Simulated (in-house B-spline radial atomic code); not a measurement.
A run on Mo+ (an excited or competing configuration) that did not converge. Method: scalar-relativistic (X2C) wB97X, spin-polarised, spherical fractional occupations, Fermi nucleus of rms radius 4.4091 fm; computed with a B-spline radial code for spherical atoms.

Command:
```bash
python run_scf.py task.json out
```
Settings (nuclear radius in fm, mass in u):
```
Z                42
configuration    [Kr] 4d4 4f1
hamiltonian      x2c
method           wb97x
spin_polarised   True
nucleus          fermi
rms_radius       4.4091
atomic_mass      97.9054
speed_of_light   137.035999084
```

First and last ten iterations of the last attempt (damped for 15 steps, keeping 80 % of the old Fock matrix, then DIIS):
```
 iter        energy (Eh)    residual
    1       -4043.122896    4.38e-01
    2       -4045.044566    2.13e-01
    3       -4046.447313    1.39e-01
    4       -4047.139674    9.20e-02
    5       -4047.418054    6.40e-02
    6       -4047.527850    4.51e-02
    7       -4047.573987    3.20e-02
    8       -4047.594893    2.28e-02
    9       -4047.604912    1.63e-02
   10       -4047.609707    1.17e-02
  111       -4047.615280    3.76e-04
  112       -4047.615263    2.95e-04
  113       -4047.615265    2.86e-04
  114       -4047.615260    3.71e-04
  115       -4047.615274    2.50e-04
  116       -4047.615266    2.81e-04
  117       -4047.615269    2.62e-04
  118       -4047.615259    4.11e-04
  119       -4047.615267    2.88e-04
  120       -4047.615268    2.99e-04
 not converged after 120 iterations
```

The smallest residual met was 1.6e-04; the threshold is about 4e-07. No energy from this run should be used. Time taken, with all properties: 57 s on 1 thread of Arm Neoverse V1 (shared host).
